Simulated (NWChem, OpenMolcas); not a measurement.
# InCl (SMILES [Cl][In]): the dipole moment, rung by rung

InCl: 2 atoms, total charge 0, spin state singlet. SMILES: `[Cl][In]`. The shape is that of a PBE0-D4/def2-TZVP optimisation.

```xyz
2

Cl    0.0000    0.0000   -0.0139
In    0.0000    0.0000    2.3996
```

Quantity: the dipole moment, in D. The values are calculated.

| level | kind | program | value (D) |
| --- | --- | --- | --- |
| SVWN5/def2-TZVPPD (core potential) | LDA | OpenMolcas | 3.40 |
| PBE/def2-TZVPPD (core potential) | GGA | NWChem | 3.42 |
| M06-L/def2-TZVPPD (core potential) | meta-GGA | OpenMolcas | 3.44 |
| TPSS/def2-TZVPPD (core potential) | meta-GGA | OpenMolcas | 3.42 |
| r2SCAN/def2-TZVPPD (core potential) | meta-GGA | OpenMolcas | 3.40 |
| B3LYP/def2-TZVPPD (core potential) | global hybrid | OpenMolcas | 3.59 |
| BHLYP/def2-TZVPPD (core potential) | global hybrid | OpenMolcas | 3.68 |
| wB97X/def2-TZVPPD (core potential) | range-separated hybrid | NWChem | 3.64 |

The values span 3.40 to 3.68 D. Magnitudes only.
